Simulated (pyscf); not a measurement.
PySCF, gas phase, ωB97X-D3(BJ)/def2-SVP geometries. Correlated levels are frozen-core, on RHF or UHF. ΔMP2 is the change of the MP2 total energy from the triple- to the quadruple-zeta basis.

### Question
What is the homolytic dissociation enthalpy (298 K, CCSD(T)/def2-TZVPP + ΔMP2(QZVPP)) of the Ga–P bond of HO–PH–GaH₂, to HO–PH• + GaH₂•?

### Answer
Ga–P to HO–PH• + GaH₂•: 250.9 kJ/mol. The radicals are drawn with the spin at the cut bond; how far it spreads was not checked. HO–PH–GaH₂ lies 100.0 kJ/mol over its isomer HO–GaH–PH₂, and others may lie lower still (electronic energy, ωB97M-D3(BJ)). Other isomers of HO–PH• were not searched in full and may lie lower. The CCSD(T) − MP2 part came from Ansatz, without density fitting, on the same reference. The frozen core leaves the outer d or s,p core shells of the metals and heavy elements correlated in the MP2 and CC values, and def2-TZVPP describes them poorly, which can shift differences by a few kcal/mol. Elements up to Kr have no core potential and no relativistic terms here.
